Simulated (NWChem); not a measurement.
# CH₆ClNOSi; SMILES [Si@@](C)(Cl)(O)N

```xyz
11

C      1.7020     1.0178     0.1744
Si    -0.0266     0.3463     0.0655
N     -0.8436     1.0816    -1.2562
O     -0.9326     0.5641     1.4381
Cl     0.1184    -1.7232    -0.0838
H      2.2844     0.7642    -0.7250
H      2.2196     0.5818     1.0419
H      1.6966     2.1131     0.2879
H     -1.7759     0.7633    -1.5015
H     -0.3173     1.3056    -2.0942
H     -1.3704     1.4193     1.4892
```
Atoms are numbered in this order, from 1.

Computed with NWChem. STO-3G and 3-21G are far too small for this property and stand as cheap habits. Geometry: optimised at PBE0/def2-SVP. GIAO values for the isolated, static molecule; σ is the absolute isotropic shielding, δ = σ(reference) − σ with the isolated reference molecule computed at the same levels (1H: tetramethylsilane, 15N: ammonia, 17O: water, 29Si: tetramethylsilane).

For level Hartree-Fock/STO-3G:

δ Si2 (ppm): 18.8
δ N3 (ppm): -33.8
δ O4 (ppm): -79.3
σ Cl5 (ppm): 1206.8
δ H6 (rotor mean) (ppm): 0.58
δ H9 (ppm): -0.81
δ H10 (ppm): -0.81

**Question.** Estimate the same quantities for level PBE/pcSseg-1.

**Answer.** 
| Item | Result |
|---|---|
| δ Si2 (ppm) | 1.8 |
| δ N3 (ppm) | 46.1 |
| δ O4 (ppm) | 72.9 |
| σ Cl5 (ppm) | 847.9 |
| δ H6 (rotor mean) (ppm) | 0.25 |
| δ H9 (ppm) | 0.76 |
| δ H10 (ppm) | 0.78 |
